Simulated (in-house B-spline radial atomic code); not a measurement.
Configurations of I⁷⁺, with energies counted from [Kr] 4d10. Level of theory: Dirac-Hartree-Fock, average of configuration, Fermi nucleus of rms radius 4.75 fm; calculated with a radial B-spline atomic code at the basis-set limit. Energies include first-order Breit, QED and recoil terms.

Occupations are held fixed; configurations that lie above the ionisation limit could autoionise.

| configuration | E - E(ref) (eV) | highest orbital | its <r> (bohr) |
| --- | --- | --- | --- |
| [Kr] 4d9 5s1 | 48.124 | 5s1/2 | 1.657 |
| [Kr] 4d9 5p1 | 63.271 | 5p3/2 | 1.849 |
| [Ar] 3d10 4s2 4p5 4d10 7s1 | 204.25 | 7s1/2 | 4.679 |
| [Ar] 3d10 4s2 4p5 4d10 7f1 | 218.65 | 7f7/2 | 7.092 |
| [Ar] 3d10 4s2 4p5 4d10 8f1 | 223.83 | 8f7/2 | 9.709 |
| [Ar] 3d9 4s2 4p6 4d10 6p1 | 679.64 | 6p3/2 | 3.257 |
| [Ar] 3d9 4s2 4p6 4d10 7s1 | 693.8 | 7s1/2 | 4.659 |
| [Ar] 3d9 4s2 4p6 4d10 7p1 | 697.08 | 7p3/2 | 5.044 |
| [Ar] 3d9 4s2 4p6 4d10 6f1 | 699.87 | 6f7/2 | 4.806 |
| [Ar] 3d9 4s2 4p6 4d10 8s1 | 704.71 | 8s1/2 | 6.718 |
| [Ar] 3d9 4s2 4p6 4d10 7f1 | 708.22 | 7f7/2 | 7.045 |

(1) Order these further configurations by energy, lowest first.
A. [Ar] 3d9 4s2 4p6 4d10 6s1
B. [Ar] 3d10 4s2 4p5 4d10 7d1
C. [Ar] 3d10 4s2 4p5 4d10 6d1
D. [Ar] 3d10 4s2 4p5 4d10 8d1
E. [Ar] 3d10 4s2 4p5 4d10 8s1

(2) How far above the reference does [Ar] 3d9 4s2 4p6 4d10 5g1 lie?

(3) How far above the reference does [Ar] 3d9 4s2 4p6 4d10 4f1 lie?

(4) How far above the reference does [Kr] 4d9 8s1 lie?

Answers

(1) C (199.76 eV), B (212.65 eV), E (215.1 eV), D (220.09 eV), A (673.31 eV).

(2) 694.12 eV; its least bound orbital is 5g7/2 with <r> = 3.393 bohr.

(3) 656.46 eV; its least bound orbital is 4f7/2 with <r> = 1.258 bohr.

(4) 125.91 eV; its least bound orbital is 8s1/2 with <r> = 6.747 bohr.
